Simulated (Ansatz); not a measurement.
**A family of molecules: the HOMO–LUMO gap**

All atoms of one element are swapped for its congeners: In(OH)3; In(SH)3; In(SeH)3. All are singlets with charge 0.

Shapes, held fixed at every level: PBE0-D4/def2-TZVP. Programs: Ansatz 0.2.0. Values in eV.

```
                level  In(OH)3  In(SH)3  In(SeH)3
    PBE-D4/def2-TZVPP     4.16     3.84      3.39
  B3LYP-D4/def2-TZVPP     6.14     5.35      4.79
  BHLYP-D4/def2-TZVPP     9.25     7.83      7.10
   PBE0-D4/def2-TZVPP     6.78     5.90      5.30
r2SCAN0-D4/def2-TZVPP     7.22     6.21      5.58
   wB97X-V/def2-TZVPP    11.41    10.26      9.50
```

At wB97X-V/def2-TZVPP the HOMO–LUMO gap falls at every step, from 11.41 to 9.50 eV. Every level shows the same order. For atoms past krypton def2 sets carry core potentials with scalar relativity. Relativity is left out for Se unless named. Orbital gaps aren't excitation energies, and the LUMO depends on the basis.
